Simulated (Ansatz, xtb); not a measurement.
System: C$_{3}$H$_{4}$O, net charge 0, singlet state. SMILES: O=C1CC1
Geometry from a B3LYP-D3(BJ)/def2-TZVP (Ansatz, an electronic-structure program) optimisation:
```
C
H 1 1.0839
H 1 1.0839 2 114.69
C 1 1.4653 2 118.84 3 149.21
O 4 1.1941 1 147.60 2 -73.96
C 4 1.4653 5 147.60 1 180.00
H 6 1.0839 4 118.84 5 -73.96
H 6 1.0839 7 114.69 4 -149.21
```

Harmonic wavenumbers from GFN2-xTB (xtb, at its own minimum), cm⁻¹: 358, 495, 689, 738, 816, 942, 1013, 1035, 1046, 1118, 1174, 1390, 1410, 2006, 3082, 3085, 3086, 3101.

### Question
Give the harmonic wavenumbers at B3LYP-D3(BJ)/def2-TZVP (Ansatz, finite differences of forces, unscaled).

### Answer
310, 507, 641, 705, 720, 954, 1011, 1054, 1066, 1106, 1164, 1419, 1435, 1929, 3115, 3116, 3191, 3205 cm⁻¹. Zero-point energy 38.1 kcal/mol.

### Question
From these and the geometry, give the ideal-gas thermochemistry at 298.15 K and 1 atm (rigid rotor, harmonic oscillator).

### Answer
Point group C2v, rotational symmetry number 2. Rotational constants 20.34, 7.494, 5.907 GHz. S(trans) 37.99, S(rot) 22.02, S(vib) 3.46, S(elec, spin only) 0.00, S 63.5 cal/(mol K). H(298) - H(0) 3.11 kcal/mol; G - E(el) 22.3 kcal/mol.
